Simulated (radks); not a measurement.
Species: La+. Configuration: [Xe] 5d(up 1, down 1) (spins set by hand, not the high-spin state).

Calculated with a radial shooting solver on a logarithmic mesh with Libxc functionals: non-relativistic Kohn-Sham, TPSS, spin-polarised, spherical densities, point nucleus; meta-GGA in the generalised Kohn-Sham scheme; relativity is left out, which matters for an element this heavy.

Energy parts (Ry):
total: -16446.6043
kinetic: 16441.1330
electron-nucleus: -38910.2823
Hartree: 6415.8677
exchange-correlation: -393.3227

Orbitals (lengths in bohr, moments of r in powers of bohr; <r^-3> diverges for s and p1/2; r(max) is where P^2 peaks):
orbital  occ.  eigenvalue (Ry)   <1/r>   r(max)  <r^-3>      <r^4>
1s          2        -2716.549   56.48  0.01765       -  2.274e-06
2s          2        -420.5777   13.03  0.09714       -  0.0003961
2p          6        -397.1518   13.04  0.07586    6174  0.0002559
3s          2        -90.25436   4.821   0.2740       -    0.01574
3p          6        -80.17834   4.748   0.2609    1197    0.01482
3d         10        -61.49519   4.625   0.2112   198.5    0.01147
4s          2        -18.39637   2.027   0.6358       -     0.4023
4p          6        -14.66447   1.934   0.6471   253.3     0.4766
4d         10         -8.16157   1.728   0.6690   34.75     0.7412
5s          2         -2.90446  0.7982    1.477       -      13.34
5p          6         -1.90740  0.7056    1.612   36.13      22.41
5d          2         -0.53458  0.4658    2.186   2.459      159.4

The highest occupied level is 5d at -7.273 eV. The electron density at the nucleus is 1.312e+05 e/bohr^3. Summed over all electrons, <r^2> = 60.44 bohr^2, which gives a Langevin (diamagnetic) susceptibility term of -47.9 x 10^-6 cm^3/mol. The density falls to 0.001 e/bohr^3 at r = 4.35 bohr.
